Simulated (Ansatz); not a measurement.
Reaction (ligand exchange at a Ge–C bond): `C#[C][GeH2][NH2]` + `OBF` → `[NH2][GeH2][O]BF` + `C#C`

Isolated molecules relaxed with PBE0-D4/def2-TZVP in Ansatz; ΔE leaves out vibrations. CBS: MP2 limit from def2 TZ/QZ plus the TZ coupled-cluster correction, frozen cores. This one scheme is used for every species. DFT in def2-TZVPP. HSE06 is defined as in plane-wave codes. For Ge outer-core shells are correlated without core-valence functions, which leaves a few kJ/mol of doubt a bond. Scalar relativity is left out up to krypton. Each species was taken in one conformer, which may not be the lowest.

Q: Is it downhill or uphill in electronic energy at CCSD(T)/CBS, and by how much? (An estimate is asked.)

A: Ansatz gave: Downhill: ΔE = -0.25 eV.

Q: What do these levels give: LDA (SPW92), r2SCAN-D4, B97M-V, CAM-B3LYP-D4, PBE, HSE06, BHLYP, LC-ωPBE, CCSD(T)/def2-SVP, MP2/def2-QZVPP, SCS-MP2/def2-QZVPP, HF/CBS(def2)? (Best estimate.)

A: The calculation gave: LDA (SPW92) -0.22, r2SCAN-D4 -0.25, B97M-V -0.28, CAM-B3LYP-D4 -0.31, PBE -0.19, HSE06 -0.19, BHLYP -0.29, LC-ωPBE -0.25, CCSD(T)/def2-SVP -0.26, MP2/def2-QZVPP -0.23, SCS-MP2/def2-QZVPP -0.26, HF/CBS(def2) -0.34 eV.

Largest T1 diagnostic among the species: 0.013.

Leaving LDA and LC-ωPBE aside and taking each functional with its dispersion term where it has one, the values, not all of them listed here, spread over 0.12 eV, from CAM-B3LYP-D4 to revPBE-D4. In def2-TZVPP, CCSD(T) changes the Hartree–Fock value by +0.09 eV (the triples alone add +0.01 eV) and MP2 by +0.11 eV.
